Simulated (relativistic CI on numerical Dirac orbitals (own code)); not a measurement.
## Ru⁵⁺: 4s photoemission

Computed with this model: Dirac-Coulomb-Breit CI, separate exchange-only KLI orbitals for each configuration, model QED, valence Slater integrals scaled by 0.8, multiplet model of photoemission in the sudden approximation; configurations [Kr] 4d3 → [Ar] 3d10 4s 4p6 4d3; 300 K; Lorentzian 1.4 eV and Gaussian 0.6 eV FWHM. Energies are those of the free ion, without screening or charge transfer. The energies are binding energies and can lie tens of eV above those of solids. Without intra-shell correlation the exchange splitting of an s hole comes out too large, often by half or more. S is read from ⟨S²⟩ = S(S + 1).

free ion: ground-state S = 1.48, centroid 160.04 eV. Peaks (eV, height): 157.6 (100), 164.2 (57).

Strongest unbroadened transitions for free ion:

| Energy (eV) | Relative strength |
| --- | --- |
| 157.55 | 0.1 |
| 157.61 | 100.0 |
| 157.71 | 0.2 |
| 157.72 | 69.1 |
| 159.49 | 0.0 |
| 161.67 | 0.1 |
| 161.72 | 1.5 |
| 162.11 | 0.1 |
| 162.34 | 0.9 |
| 163.48 | 0.6 |
| 163.99 | 0.1 |
| 164.17 | 92.6 |
| 164.33 | 0.1 |
| 165.39 | 2.3 |
| 165.73 | 0.1 |
